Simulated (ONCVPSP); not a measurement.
iridium: from the effect back to the setting (ONCV)

Base potential:

```
Element                 : Ir (Z = 77)
Generator               : ONCVPSP 4.0.1
Type                    : optimised norm-conserving Vanderbilt (ONCV)
Functional              : PBE
Relativity              : fully relativistic
Frozen core             : [Kr] 4d10
Valence charge          : 31
Reference configuration : 4f14 5s2 5p6 5d7 6s1.5 (charge +0.5)
Partial waves           : 5s+6s: rc 1.80 bohr, ncon 4, nbas 7, qcut 5 1/bohr, 3 projectors, debl 1.8 Ha; 5p: rc 1.25 bohr, ncon 3, nbas 6, qcut 7.1 1/bohr, 2 projectors, debl 3.6 Ha; 5d: rc 1.75 bohr, ncon 3, nbas 8, qcut 8.5 1/bohr, 2 projectors, debl 1.4 Ha; 4f: rc 0.65 bohr, ncon 4, nbas 9, qcut 26.5 1/bohr, 1 projector
Local potential         : polynomial inside 0.65 bohr (lpopt 5, dvloc0 0 Ha)
Core correction         : Teter function, fcfact 4.25, rcfact 1.4
```

Open shells are filled in proportion to 2j + 1.

Cutoffs, loose and tight: the cutoffs (Ha) at which the residual kinetic energy of the hardest occupied pseudo-wave falls to 1 and 0.1 mHa per electron. They do not see the model core or the augmentation charge, which bear on the density cutoff. Test errors are all-electron minus pseudo excitation energies from the reference, over the configurations 4f14 5s2 5p6 5d7 6s2; 4f14 5s2 5p6 5d7 6s1; 4f14 5s2 5p6 5d7 6s0; 4f14 5s2 5p6 5d7.5 6s1.5; variants that change the core or the reference have their own tests.

Only the scale of all radii but the core radius (base = 1) is moved (2 further runs of the sweep failed or gave no value and are left out):

```
scale of all radii but the core radius (base = 1)  cutoff, loose  cutoff, tight   bound ghosts  largest test error (meV)
                                             0.79         590 Ha        1270 Ha  s, p3/2, p1/2                      -5.3
                                             0.98         306 Ha         331 Ha  s, p3/2, p1/2                      -8.8
                                             1.02         299 Ha         325 Ha        s, p3/2                      -9.7
                                             1.15         275 Ha         302 Ha              s                       -19
                                              1.2         264 Ha         290 Ha              s                       -11
                                             1.27         253 Ha         280 Ha              s                      -7.8
                                             1.31         239 Ha         265 Ha              s                     -10.0
```

Question: One more run gave cutoff, loose: 286 Ha; cutoff, tight: 313 Ha; bound ghosts: s, p3/2; largest test error (meV): -9.3. Which value of the scale of all radii but the core radius (base = 1) was used?

Answer: 1.09. The loose cutoff moves one way along this sweep, from 590 Ha at 0.79 to 239 Ha at 1.31, which places the run between 1.02 and 1.15.
